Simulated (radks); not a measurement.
All-electron atom: the erbium ion Er21+ in [Kr] 4d10 4f1 (the NIST ground configuration). Method: Dirac Kohn-Sham, relativistic LDA (MacDonald-Vosko exchange, VWN5 correlation), spin-unpolarised, spherical densities, finite nucleus; open shells fill j = l - 1/2 first; Fermi nuclear charge, rms radius 5.2516 fm; computed with a radial shooting solver on a logarithmic mesh with Libxc functionals. Some entries of the table are withheld. Estimate them.

orbital,occ.,eigenvalue (Ry),<1/r> (bohr^-1),<r^2> (bohr^2)
1s1/2,2,-4226.354,77.19,0.0005727
2s1/2,2,-746.8631,18.57,0.008844
2p1/2,2,-714.1474,18.55,0.006372
2p3/2,4,-647.5981,16.11,0.007590
3s1/2,2,-201.6539,6.811,0.05814
3p1/2,2,-187.1835,6.730,(1)
3p3/2,4,-173.1511,6.107,(2)
3d3/2,4,-148.1848,(3),0.04754
3d5/2,6,-145.1086,(4),0.04939
4s1/2,2,-72.09038,2.994,0.2688
4p1/2,2,-66.16784,2.907,0.2743
4p3/2,4,-62.55667,2.700,0.3024
4d3/2,4,-52.66603,2.544,0.3124
4d5/2,6,-51.94234,2.496,0.3212
4f5/2,1,-39.81522,2.245,0.3172
4f7/2,0,-39.65507,2.229,0.3208

Answer. 
(1) 3p1/2 <r^2> (bohr^2): 0.05372
(2) 3p3/2 <r^2> (bohr^2): 0.06044
(3) 3d3/2 <1/r> (bohr^-1): 5.991
(4) 3d5/2 <1/r> (bohr^-1): 5.839
